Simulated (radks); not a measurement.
Spherical quantum dot in the effective-mass picture: electrons in a parabolic well V = omega^2 r^2 / 2 with omega = 2.09, with a point charge +1 (a donor) at the centre, all in effective atomic units (hartree* = m*/eps^2 hartree, bohr* = eps/m* bohr), one dielectric constant everywhere. Calculated with a radial shooting solver with Libxc functionals: non-relativistic Kohn-Sham, r2SCAN, spin-polarised, spherical densities, generalised Kohn-Sham scheme. Levels are named by radial order and angular momentum (1s, 1p, 1d, 2s, ...), and open shells are averaged over m. Results are scaled to m* = 0.031 and eps = 6.7, for which hartree* = 18.79 meV and bohr* = 11.44 nm.

N = 37, configuration 1s2 1p6 1d10 2s2 1f14 2p(up 3, down 0). This is the lowest configuration that the search found. Occupied and some empty levels:

| level | occupation | eigenvalue (meV) | <r> (nm) |
|---|---|---|---|
| 1s up | 1 | 460.27 | 11.47 |
| 1s down | 1 | 462.61 | 11.79 |
| 1p up | 3 | 483.94 | 16.42 |
| 1p down | 3 | 484.97 | 16.63 |
| 2s up | 1 | 501.70 | 16.82 |
| 2s down | 1 | 502.85 | 16.31 |
| 1d up | 5 | 505.33 | 19.24 |
| 1d down | 5 | 505.88 | 19.22 |
| 1f up | 7 | 527.87 | 21.25 |
| 1f down | 7 | 528.48 | 21.18 |
| 2p up | 3 | 530.76 | 18.57 |
| 2p down | 0 | 533.26 | 18.59 |
| 1g up | 0 | 552.04 | 22.87 |
| 1g down | 0 | 552.81 | 22.81 |
| 3s up | 0 | 555.42 | 19.10 |
| 3s down | 0 | 556.06 | 19.23 |
| 2d up | 0 | 558.70 | 20.43 |
| 2d down | 0 | 560.34 | 20.67 |

Energy (meV): total 12116.4, kinetic 1588.5, external 4078.3, Hartree 6945.0, exchange-correlation -495.42.

Electron density:

| r (nm) | n(r) (e/nm^3) |
|---|---|
| 0.794 | 0.001574 |
| 3.79 | 0.001012 |
| 6.78 | 0.0007464 |
| 9.78 | 0.0006237 |
| 12.8 | 0.0005939 |
| 15.8 | 0.0006033 |
| 18.8 | 0.0005588 |
| 21.8 | 0.0004129 |
| 24.7 | 0.0002263 |
| 27.7 | 0.00008833 |
| 30.7 | 0.00002412 |
| 33.7 | 4.581e-06 |
| 36.7 | 6.147e-07 |
| 39.7 | 5.762e-08 |
